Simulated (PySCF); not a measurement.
Spinor energies of Ca (calcium, neutral)

Start: [Ar] 3d1 4s1; 3d5/2 filled at m_j = +5/2; 4s1/2 filled at m_j = +1/2. Calculated with PySCF 2.14 in x2c-TZVPall-2c: generalised Hartree-Fock with the X2C-1e Hamiltonian and a Gaussian nucleus; one run each with spin-orbit coupling (SO) switched off, then screened by Boettger's factors. This is a chosen level, not necessarily the ground level.

```tsv
spinor shell	electrons	ε, spin-free (eV)	ε, screened SO (eV)	weight of nominal j (screened SO)	rms radius, screened SO (bohr)
1s1/2	2	-4082.5	-4082.5	1.000	0.0888
2s1/2	2	-458.88	-458.88	1.000	0.393
2p1/2	2	-368.44	-370.99	1.000	0.360
2p3/2	4	-368.44	-367.19	1.000	0.363
3s1/2	2	-58.874	-58.878	1.000	1.25
3p1/2	2	-34.079	-34.330	0.766	1.39
4s1/2	1	-5.223	-5.225	1.000	4.70
3d5/2	1	-3.135	-3.134	1.000	3.55
```

Question: Where does 3p3/2 lie, and what is the 3p spin-orbit splitting (screened SO)?

Answer: At -33.961 eV, 0.369 eV above 3p1/2.

| quantity | spin-free | screened SO |
| --- | --- | --- |
| E (hartree) | -679.52660 | -679.52995 |
| M_J | 3 | 3 |
| ⟨J²⟩ | 12.002 | 12.002 |
| ⟨L²⟩ | 6.001 | 6.002 |
| ⟨S²⟩ | 2.001 | 2.001 |

Each row is a mean over spinors that exchange with the open shell spreads, by up to 1.875 eV (3p3/2).

Rows whose weight is well below 1 are mixtures of j = l ± 1/2: exchange outweighs spin-orbit coupling there, and the label is only the starting occupation.

Without spin-orbit coupling the j labels of p, d and f shells carry no meaning; the spin-free column gives the mean over the occupied spinors of each nl shell.
